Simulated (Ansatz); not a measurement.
`F[SiH2][SiH2]S` and `S[SiH2][SiH2][GeH3]` differ in one atom or group.

Ansatz, PBE0-D4/def2-TZVP geometries, multiplicity 1. Each molecule was computed in one conformer, which needn't be the lowest.

Scalar relativity is left out up to krypton.

```
                               property  `F[SiH2][SiH2]S`
    LUMO energy (B3LYP/def2-TZVPP) / eV             -1.19
     HOMO energy (PBE0/def2-TZVPP) / eV             -7.43
     LUMO energy (PBE0/def2-TZVPP) / eV             -1.02
HOMO–LUMO gap (ωB97M-V/def2-TZVPP) / eV             10.29
  HOMO–LUMO gap (B3LYP/def2-TZVPP) / eV              6.01
  HOMO energy (ωB97M-V/def2-TZVPP) / eV             -9.54
```

(1) Give the same properties after the change, and the shifts. (An estimate is asked.)

## Answers

(1) Ansatz gave: 
```csv
property,`S[SiH2][SiH2][GeH3]`,shift
LUMO energy (B3LYP/def2-TZVPP) / eV,-0.77,0.42
HOMO energy (PBE0/def2-TZVPP) / eV,-7.32,0.11
LUMO energy (PBE0/def2-TZVPP) / eV,-0.60,0.42
HOMO–LUMO gap (ωB97M-V/def2-TZVPP) / eV,10.51,0.22
HOMO–LUMO gap (B3LYP/def2-TZVPP) / eV,6.32,0.31
HOMO energy (ωB97M-V/def2-TZVPP) / eV,-9.41,0.13
```

With PBE0 the HOMO rises by 0.11 eV and the LUMO rises by 0.42 eV, so the gap widens by about 0.31 eV. PBE moves the HOMO by 0.09 eV and ωB97M-V by 0.13 eV.

B3LYP here is the variant with VWN-RPA as its local correlation; programs differ in this.
